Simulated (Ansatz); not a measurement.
Two isomers of C2H8AlB: A = `[BH2][Al]([CH3])[CH3]`, B = `CC[BH][AlH2]`.

Program: Ansatz. Geometries: PBE0-D4/def2-TZVP. ΔE: electronic, gas phase. CCSD(T)/CBS is the MP2 limit (def2-TZVPP, def2-QZVPP) plus CCSD(T) − MP2 in def2-TZVPP, frozen cores. Functionals use def2-TZVPP. B3LYP here is the variant with VWN-RPA as its local correlation; programs differ in this. One conformer a species, not always the lowest.

Which is lower in electronic energy at CCSD(T)/CBS, and by how much? (An estimate is asked.)

Computed: A, by 46.5 kJ/mol.

Give E(B) − E(A) in kJ/mol with CCSD/def2-TZVPP, ωB97M-V, CCSD(T)/def2-SVP, B2PLYP, MP2/def2-TZVPP, B3LYP-D4, B3LYP. (An estimate is asked.)

Computed: CCSD/def2-TZVPP 44.0, ωB97M-V 45.0, CCSD(T)/def2-SVP 22.6, B2PLYP 47.0, MP2/def2-TZVPP 48.3, B3LYP-D4 43.0, B3LYP 46.1. None reverses the order clearly.

Does the order hold for the free energy at 298.15 K (harmonic terms from PBE0-D4)? (An estimate is asked.)

Ansatz gave: Yes: G(B) − G(A) = +49.9 kJ/mol, for one conformer each. Modes under 60 cm⁻¹, often nearly free rotors, make the harmonic entropy too high.

Largest T1 diagnostic: 0.011.

In def2-TZVPP, CCSD(T) changes the Hartree–Fock value by +6.6 kJ/mol (the triples alone add +0.7 kJ/mol) and MP2 by +10.3 kJ/mol. At CCSD(T), def2-SVP lies −23.9 kJ/mol from the extrapolated value and def2-TZVPP −1.8 kJ/mol.
